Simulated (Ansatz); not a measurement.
A run for Ansatz (a program for electronic structure): R-B3LYP-D3(BJ)/def2-TZVP on AsH7OSi (a complex).

Ansatz 0.2 input:
```yaml
crystal:
  periodic: [false, false, false]
  atoms:
    - {symbol: As, position_ang: [-0.15679444, -0.30719092, 0.22396211]}
    - {symbol: H, position_ang: [0.02325825, -0.62480089, -1.23678136]}
    - {symbol: H, position_ang: [0.32292983, -1.68649917, 0.54801303]}
    - {symbol: H, position_ang: [1.26122483, 0.17073957, 0.25961574]}
    - {symbol: O, position_ang: [0.29822109, -0.11084742, 3.02975481]}
    - {symbol: Si, position_ang: [-0.20682374, 0.31901588, 4.52299846]}
    - {symbol: H, position_ang: [1.17013211, -0.48544339, 2.92458772]}
    - {symbol: H, position_ang: [-0.17271133, -0.85823425, 5.39489992]}
    - {symbol: H, position_ang: [-1.55032302, 0.80585984, 4.25894142]}
    - {symbol: H, position_ang: [0.69332803, 1.34584794, 5.05430371]}
basis:
  gaussian:
    orbitals: def2-TZVP
hamiltonian:
  xc: b3lyp
  dispersion: d3bj
relax: {f_tol: 0.004, max_steps: 120}
scf: {lower_state_search: off}
```

Task: Give the final energy of this run.

Result: -2604.9458 hartree.

Task: How many basis functions does it have, and what does it roughly cost on one machine?

Result: 158 functions; about 4 core-minutes (a rough figure).
